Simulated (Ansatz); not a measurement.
Relaxation of H5NSSn (8 atoms, charge 0, multiplicity 1), to a largest force component of 0.015 eV/Å in at most 40 steps.

Computed with Ansatz, RKS PBE0-D4/def2-SVP.

```xyz
8
Properties=species:S:1:pos:R:3
N -1.120 0.377 -0.677
Sn 0.581 0.379 0.422
S 1.171 -1.930 0.501
H -1.530 1.289 -0.826
H -1.038 -0.059 -1.587
H 0.109 0.995 1.918
H 1.912 1.279 -0.152
H -0.085 -2.331 0.402
```

Where does it end, and by what steps?

The run converged. After 7 steps the energy has fallen by 0.061 eV; H8 moved furthest, 0.33 Å.

| step | energy less start (eV) | largest force component (eV/Å) | accepted |
| --- | --- | --- | --- |
| 0 | 0.0000 | 0.999 | yes |
| 1 | -0.0145 | 0.648 | yes |
| 2 | -0.0375 | 0.497 | yes |
| 3 | -0.0433 | 0.285 | yes |
| 4 | -0.0556 | 0.147 | yes |
| 5 | -0.0580 | 0.127 | yes |
| 6 | -0.0602 | 0.038 | yes |
| 7 | -0.0606 | 0.015 | yes |

```xyz
8
Properties=species:S:1:pos:R:3
N -1.130 0.398 -0.776
Sn 0.544 0.359 0.390
S 1.225 -1.962 0.431
H -1.639 1.279 -0.727
H -0.944 0.199 -1.758
H 0.050 0.923 1.930
H 1.917 1.196 -0.214
H -0.023 -2.392 0.724
```

Time of the run: 35 s on 1 thread of Arm Neoverse V1 (shared host), peak memory 0.17 GiB.
